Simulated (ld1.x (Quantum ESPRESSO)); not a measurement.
Scattering properties, TM potential for sulfur

sulfur (S), norm-conserving Troullier–Martins (Kleinman–Bylander form), made with ld1.x (Quantum ESPRESSO) 7.5 (LDA (PZ), scalar-relativistic). Core [Ne], reference 3s2 3p4. Waves: 3s (bound): rc 1.25 bohr; 3p (bound): rc 1.70 bohr; 3d channel at 0.3 Ry: rc 1.25 bohr. Local part: all-electron potential smoothed inside 1.65 bohr (lloc = -1). Core correction: none.

The phase is arctan(r·u′/u) with u = r·R(r), unwrapped; energies in Ry, scanned from -3 to 5 Ry. A pole is an energy at which the radial function vanishes at the test radius. The pseudo phase is shifted by a multiple of π to meet the all-electron one at the reference energy, and phase errors are pseudo minus all-electron; the curves can meet again beyond the range given. Levels narrower than the energy grid can be missing from the lists of poles.

```csv
channel,radius (bohr),reference energy (Ry),"poles, all-electron","poles, pseudo",unbroken range about the reference energy with phases within 0.05 rad,phase error 1 Ry above the reference energy (rad)
s,1.86,-1.27,1.11,1.01,below 3.1,-0.003
p,1.86,-0.52,2.27,2.18,below 4.8,-0.003
d,1.86,0.30,3.42,3.46,the whole range,+0.002
```

Phases in the d channel:

```json
{"E (Ry)": "-3.00", "all-electron": "1.269", "pseudo": "1.269"}
{"E (Ry)": "-2.76", "all-electron": "1.257", "pseudo": "1.257"}
{"E (Ry)": "-2.52", "all-electron": "1.244", "pseudo": "1.244"}
{"E (Ry)": "-2.28", "all-electron": "1.228", "pseudo": "1.228"}
{"E (Ry)": "-2.04", "all-electron": "1.211", "pseudo": "1.211"}
{"E (Ry)": "-1.80", "all-electron": "1.191", "pseudo": "1.191"}
{"E (Ry)": "-1.56", "all-electron": "1.167", "pseudo": "1.168"}
{"E (Ry)": "-1.32", "all-electron": "1.140", "pseudo": "1.140"}
{"E (Ry)": "-1.08", "all-electron": "1.106", "pseudo": "1.106"}
{"E (Ry)": "-0.84", "all-electron": "1.064", "pseudo": "1.064"}
{"E (Ry)": "-0.60", "all-electron": "1.011", "pseudo": "1.011"}
{"E (Ry)": "-0.36", "all-electron": "0.942", "pseudo": "0.942"}
{"E (Ry)": "-0.12", "all-electron": "0.849", "pseudo": "0.849"}
{"E (Ry)": "0.12", "all-electron": "0.718", "pseudo": "0.718"}
{"E (Ry)": "0.36", "all-electron": "0.528", "pseudo": "0.528"}
{"E (Ry)": "0.60", "all-electron": "0.253", "pseudo": "0.253"}
{"E (Ry)": "0.84", "all-electron": "-0.110", "pseudo": "-0.109"}
{"E (Ry)": "1.08", "all-electron": "-0.491", "pseudo": "-0.489"}
{"E (Ry)": "1.32", "all-electron": "-0.802", "pseudo": "-0.800"}
{"E (Ry)": "1.56", "all-electron": "-1.023", "pseudo": "-1.020"}
{"E (Ry)": "1.80", "all-electron": "-1.175", "pseudo": "-1.172"}
{"E (Ry)": "2.04", "all-electron": "-1.282", "pseudo": "-1.279"}
{"E (Ry)": "2.28", "all-electron": "-1.362", "pseudo": "-1.359"}
{"E (Ry)": "2.52", "all-electron": "-1.423", "pseudo": "-1.420"}
{"E (Ry)": "2.76", "all-electron": "-1.472", "pseudo": "-1.468"}
{"E (Ry)": "3.00", "all-electron": "-1.512", "pseudo": "-1.509"}
{"E (Ry)": "3.24", "all-electron": "-1.547", "pseudo": "-1.543"}
{"E (Ry)": "3.48", "all-electron": "-1.578", "pseudo": "-1.573"}
{"E (Ry)": "3.72", "all-electron": "-1.606", "pseudo": "-1.600"}
{"E (Ry)": "3.96", "all-electron": "-1.631", "pseudo": "-1.625"}
{"E (Ry)": "4.20", "all-electron": "-1.656", "pseudo": "-1.649"}
{"E (Ry)": "4.44", "all-electron": "-1.680", "pseudo": "-1.672"}
{"E (Ry)": "4.68", "all-electron": "-1.704", "pseudo": "-1.695"}
{"E (Ry)": "4.92", "all-electron": "-1.729", "pseudo": "-1.718"}
```
